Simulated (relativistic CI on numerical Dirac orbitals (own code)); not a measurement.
**The 21-electron sequence from Pm40+ to Hg59+**

These numbers are calculated, not measured: Dirac-Coulomb-Breit CI, orbitals from a KLI potential per configuration, model QED (radiative potential, 1s self-energy scaled to tabulated hydrogen-like ionisation energies), unscaled Slater integrals (own radial code, finite nucleus).

Configuration list (outside the closed core [Ne]): 3s²3p⁶3d³, 3s²3p⁶3d²4s, 3s²3p⁵3d⁴, 3s3p⁶3d⁴, 3s²3p⁶3d²4p, 3s²3p⁶3d4s², 3s²3p⁶4s²4p, 3p⁶3d⁵, 3p⁵3d⁶. Double excitations out of closed p, d and f shells are left out; levels of such configurations are missing from the list, as are those of other unlisted configurations, and high levels can miss mixing partners.

Energies above each ion's lowest level, in eV. Levels are followed by their leading LS label, which can pass from one level to another where the coupling changes.

```
  Ion  3s²3p⁶3d³ ⁴F3/2  3s²3p⁶3d³ ⁴F5/2  3s²3p⁶3d³ ⁴P3/2  3s²3p⁶3d³ ⁴F7/2  3s²3p⁶3d³ ⁴P1/2  3s²3p⁶3d³ ⁴F9/2  3s²3p⁶3d³ ⁴P3/2'
Pm40+                0           22.481           28.489           29.884            32.45            55.76            60.278
Sm41+                0           24.697           30.736           32.353           34.839           60.435            65.036
Eu42+                0           27.066           33.138           62.218            37.38           65.413            70.096
Gd43+                0           29.593           35.702            67.36           40.079           70.704            75.473
Tb44+                0           32.284           38.434           72.831           42.943           76.321            81.178
Dy45+                0           35.146            41.34           78.646           45.978           82.277            87.223
Ho46+                0           38.185           44.426           84.816            49.19           88.584            93.623
Er47+                0           41.407           47.698           91.354           52.586           95.256            100.39
Tm48+                0            44.82           51.163           98.274           56.173            102.3            107.54
Yb49+                0            48.43           54.828           105.59           59.958           109.75            115.08
Lu50+                0           52.244             58.7           113.31           63.947           117.59            123.03
Hf51+                0           56.269           62.785           121.46           68.148           125.86            131.41
Ta52+                0           60.513           67.092           130.05           72.568           134.56            140.22
 W53+                0           64.983           71.627           139.09           77.215           143.71            149.48
Re54+                0           69.686           76.398            148.6           82.096           153.33            159.22
Os55+                0           74.632           81.412           158.59           87.219           163.43            169.44
Ir56+                0           79.827           86.678           169.08           92.592           174.02            180.16
Pt57+                ?                ?                ?                ?                ?                ?                 ?
Au58+                0           90.998           97.998           191.64           104.12           196.77            203.16
Hg59+                0           96.992           104.07           203.73            110.3           208.95            215.48
```

Problem. Fill in the row of Pt57+.

Solution. 3s²3p⁶3d³ ⁴F3/2 0, 3s²3p⁶3d³ ⁴F5/2 85.279, 3s²3p⁶3d³ ⁴P3/2 92.204, 3s²3p⁶3d³ ⁴F7/2 180.09, 3s²3p⁶3d³ ⁴P1/2 98.224, 3s²3p⁶3d³ ⁴F9/2 185.13, 3s²3p⁶3d³ ⁴P3/2' 191.39 (eV).

The lowest level keeps the configuration 3s²3p⁶3d³ and J = 3/2 throughout.

Between Z = 77 and 80 the energy of 3s²3p⁶3d³ ⁴F5/2 follows a local power law Z^5.1. For orientation: electrostatic splittings inside a shell grow about linearly with the screened charge, excitations that change n as its square, and fine structure as its fourth power; written in Z itself the exponents are larger, since the screened charge grows faster in proportion.
